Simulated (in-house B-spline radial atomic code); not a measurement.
Results of a calculation; reference values are marked as such.
# What the choice of pseudopotential does to G0W0 on PBE0: Eu

All numbers come from an all-electron radial atomic-structure program (B-spline basis), non-relativistic (model numbers for so heavy an element), configuration [Xe] 4f7 6s2, open shells at high spin. Semilocal Troullier-Martins pseudo-atoms, one channel per l, are made with PBE or LDA for several valence sets and radii, with or without a model core, and set against the all-electron atom. One channel fits only the lowest state of its l, so a second state of that l is approximate. All electrons give 6s down: PBE0 -3.787 eV, G0W0 -5.521 eV, 6s up: PBE0 -3.967 eV, G0W0 -5.711 eV. Potentials are made in the ion's own configuration unless the neutral atom is named, and a smooth local potential serves every l without a channel. Potentials that miss their own reference levels by more than 6 millihartree, or need radii over 3.5 bohr, are left out. Columns give pseudo minus all-electron, in eV; a dash marks a level in the core or of low weight.

```
       valence  made with                 radii (bohr)  model core (bohr)  6s down PBE0  6s down G0W0  6s up PBE0  6s up G0W0
      5p 4f 6s        PBE  s 3.40 p 1.44 d 2.09 f 1.98               none         -0.16         -0.31       -0.02       -0.17
      5p 4f 6s        PBE  s 3.40 p 1.65 d 2.40 f 2.28               none         -0.17         -0.31       -0.03       -0.18
      5p 4f 6s        PBE  s 3.12 p 1.15 d 1.67 f 1.59               0.96         -0.13         -0.28       -0.06       -0.22
      5p 4f 6s        PBE  s 3.40 p 1.29 d 1.88 f 1.78               0.96         -0.15         -0.30       -0.04       -0.20
      5p 4f 6s        PBE  s 3.40 p 1.65 d 2.40 f 2.28               0.96         -0.15         -0.30       -0.04       -0.19
   5s 5p 4f 6s        PBE  s 1.52 p 1.65 d 2.40 f 2.28               none         +0.07         +0.06       -0.13       -0.15
   5s 5p 4f 6s        LDA  s 1.72 p 1.87 d 2.72 f 2.58               none         +0.03         -0.01       -0.19       -0.23
   5s 5p 4f 6s        PBE  s 1.19 p 1.29 d 1.88 f 1.78               0.92         -0.01         -0.04       -0.10       -0.12
   5s 5p 4f 6s        LDA  s 1.32 p 1.44 d 2.09 f 1.98               0.92         +0.02          0.00       -0.09       -0.11
   5s 5p 4f 6s        PBE  s 1.52 p 1.65 d 2.40 f 2.28               0.92         +0.03         +0.01       -0.10       -0.12
   5s 5p 4f 6s        PBE  s 1.72 p 1.87 d 2.72 f 2.58               0.92          0.00         -0.05       -0.14       -0.18
4d 5s 5p 4f 6s        LDA  s 1.19 p 1.29 d 0.51 f 1.78               none          0.00         -0.06       -0.11       -0.22
4d 5s 5p 4f 6s        PBE  s 1.52 p 1.65 d 0.66 f 2.28               none         +0.03         -0.02       -0.11       -0.21
4d 5s 5p 4f 6s        PBE  s 1.52 p 1.65 d 0.66 f 2.28               0.40         +0.02         -0.03       -0.10       -0.20
```

(1) How does the G0W0 shift of 6s down, which all sets hold, depend on the valence set?

Answers

(1) Mean size: 5s 5p 4f 6s: 0.03 eV; 4d 5s 5p 4f 6s: 0.04 eV; 5p 4f 6s: 0.30 eV. A larger valence set can do worse when it takes only part of a shell, whose exchange with the frozen rest is then left to the functional. The means mix radii and the functional used in making the potentials.
